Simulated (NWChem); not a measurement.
C$_{2}$H$_{3}$BN$_{2}$O; SMILES OB1C=NC=N1

```xyz
9

O      0.1585    -2.0800     0.0000
B      0.0421    -0.7503     0.0000
C      1.2096     0.3597     0.0000
N      0.6399     1.5088     0.0000
C     -0.7936     1.2246     0.0000
N     -1.2137     0.0221     0.0000
H     -0.7052    -2.5138     0.0000
H      2.3049     0.2949     0.0000
H     -1.4509     2.1065     0.0000
```
Atoms are numbered in this order, from 1.

All runs: NWChem. Coordinates come from a PBE0/def2-SVP optimisation. Vzz is the largest principal value of the second derivative of the potential at the nucleus (NWChem prints the opposite sign); η is the asymmetry. Non-relativistic.

For level B3LYP/def2-SVP:

- Vzz O1 (a.u.) = 1.176
- Vzz B2 (a.u.) = 0.372
- Vzz N4 (a.u.) = -1.039
- η N6 = 0.70

Q: What are these values for level B3LYP/cc-pVTZ?

A: 
| Item | Value |
|---|---|
| Vzz O1 (a.u.) | 1.149 |
| Vzz B2 (a.u.) | 0.406 |
| Vzz N4 (a.u.) | -1.089 |
| η N6 | 0.83 |
